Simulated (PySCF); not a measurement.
Ca: ionisation energy

Ca [Ar] 4s2 (1S) → Ca⁺ [Ar] 4s1 (2S), as a difference of total energies. Computed with PySCF 2.14 in pcseg-2, with the non-relativistic Hamiltonian (point nucleus). Correlated levels: valence: [Ar] frozen. The calculations carry no spin-orbit coupling.

| method | ionisation energy (eV) | difference from reference (eV) |
| --- | --- | --- |
| UHF | 5.121 | -0.992 |
| LDA | 6.210 | +0.097 |
| M06-L | 6.100 | -0.013 |
| MP2 (valence) | 5.620 | -0.493 |
| SCS-MP2 (valence) | 5.720 | -0.393 |
| CCSD (valence) | 5.877 | -0.236 |

Reference: 6.113 eV (measured; NIST Atomic Spectra Database, ionization energies).

These non-relativistic numbers lack the scalar-relativistic shift.

Errors of the correlated levels include the incompleteness of this basis and the frozen core.

With two correlated electrons CCSD is exact in that space.

The coupled-cluster amplitudes are large for Ca (T1 above 0.03 or a double amplitude above 0.15), so a single reference is strained.
